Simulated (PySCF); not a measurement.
A TDDFT job was run through a driver script with this input:

```
{"job": {"kind": "uv", "xc": "CAM-B3LYP", "basis": "def2-SVPD", "nstates": 8, "ntriplets": 3}, "charge": 0, "multiplicity": 1}
C      2.368969     0.453315     1.578604
C      1.747287    -0.265240     0.650034
C      0.378011    -0.031271     0.249344
C     -0.218039    -0.760391    -0.691331
O     -1.510003    -0.642344    -1.154354
C     -2.362013     0.158771    -0.480366
F     -3.599920    -0.088413    -0.926339
F     -2.130734     1.474924    -0.723092
H      1.875999     1.264158     2.088748
H      3.389734     0.260494     1.857316
H      2.259974    -1.073193     0.146798
H     -0.132937     0.780154     0.747385
H      0.280075    -1.552506    -1.229519
H     -2.347083     0.021068     0.619029
```

Its output, with some lines taken out ([cut]) and without the SCF cycles:

```
converged SCF energy = -468.5089593275

Static polarisability (au): isotropic 72.586, principal 47.691 62.219 107.847

Singlet excitations
state   eV       nm        f      main configurations
  1   5.8416    212.2   0.72791   H->L 0.97
[cut]
  3   6.7276    184.3   0.01302   H->L+1 0.57, H->L+2 0.29, H->L+3 0.08
[cut]
  5   7.3121    169.6   0.04219   H->L+3 0.74
  6   7.8527    157.9   0.00901   H->L+5 0.70, H->L+6 0.08
  7   7.9291    156.4   0.00127   H-2->L 0.60, H->L+6 0.21, H-1->L 0.09
[cut]

Triplet excitations (Tamm-Dancoff, eV): 3.2701 5.0996 6.5788
```

Level of theory: TDDFT CAM-B3LYP/def2-SVPD, vertical, gas phase, core orbitals frozen in the response in PySCF. The structure is a single GFN2-xTB conformer in the gas phase; no vibrational or solvent corrections.

Problem. What stood in the cut lines?

Solution. 
```
  2   6.6580    186.2   0.00056   H->L+2 0.67, H->L+1 0.28
  4   7.1346    173.8   0.00388   H->L+4 0.88
  8   7.9576    155.8   0.00033   H->L+6 0.42, H-2->L 0.33
```

Problem. Give the energy of state 2 in hartree, cm⁻¹ and kJ/mol.

Solution. 0.24468 hartree, 53700 cm⁻¹, 642.4 kJ/mol.

Problem. Which orbital energies lie behind H and L?

Solution. HOMO -8.10 eV and LUMO 0.14 eV, a gap of 8.24 eV; state 1 differs from that by -2.40 eV.

Problem. Give the mean polarisability in Å³.

Solution. 72.59 au × 0.148185 = 10.76 Å³.

Problem. Write the structure that the coordinates describe.

Solution. `C=C/C=C/OC(F)F` (C5H6F2O), point group C1.

H and L stand for HOMO and LUMO.

Conformer computed: `[CH2:1]=[CH:2]/[CH:3]=[CH:4]/[O:5][CH:6]([F:7])[F:8]`: C1–C2–C3–C4 179°, C3–C4–O5–C6 -10°, C4–O5–C6–F7 -167°.
